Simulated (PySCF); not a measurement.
Gas-phase equilibrium of 1 mol NaCl, 45 mol H2O at 1600 K and 0.100 bar, among 21 species (ClO, O2, HCl, O, HO2, H2O, H, HOCl, Na, H2O2, O3, Na2, H2, Na2(OH)2, NaCl, NaOH, Cl, Cl2, Na2O, Na2Cl2, OH). Only gases are allowed; each row takes one source of thermochemistry for all species, and Cantera finds the minimum.

Energies from PySCF, thermal terms from the rigid-rotor harmonic-oscillator model, ideal gas at 1 bar. Table values come from the NASA 1993 polynomials. After a fit of one offset per element over all species, the range-separated, M06-2X, PBE0/def2-QZVP and CCSD(T)/def2-TZVPP enthalpies, where run, lie to one side of the table for NaOH (+16 kJ/mol): a fault of the table's entry, another state or a shared error of the levels is possible; this was not checked at source. S°(298 K) at PBE0/def2-TZVP differs from the NASA 1993 table for NaOH (+8 J/mol/K); whether the harmonic model or the table's entry is off was not settled. † marks an energy on the PBE0/def2-TZVP geometry and frequencies; other levels use their own. Open shells (unrestricted) among the columns below: O2 (multiplicity 3); the rest are closed-shell singlets. The harmonic model lacks anharmonicity and excited electronic states, which grow with temperature; levels with a mode under 35 cm⁻¹ are left out. The table's entry may be an old estimate for NaOH (not checked at source).

Molecules larger than those listed are left out. Table species left out: NaH, NaO.

Mole fractions:

| thermochemistry | x H2O | x NaCl | x H2 | x O2 | x HCl | x NaOH |
|---|---|---|---|---|---|---|
| table | 0.98 | 0.020 | 0.00096 | 0.00046 | 0.0013 | 0.0011 |
| PBE0/def2-TZVP | 0.97 | 0.020 | 0.0029 | 0.0016 | 0.0017 | 0.00083 |
| r2SCAN/def2-TZVP† | 0.97 | 0.020 | 0.0056 | 0.0028 | 0.0016 | 0.0013 |
| ωB97X-V/def2-TZVP† | 0.97 | 0.020 | 0.0039 | 0.0019 | 0.0016 | 0.0013 |
The most sensitive of these is O2: it spans a factor of 10^0.8 over these rows; at this temperature one factor of ten is RT ln 10 = 31 kJ/mol.
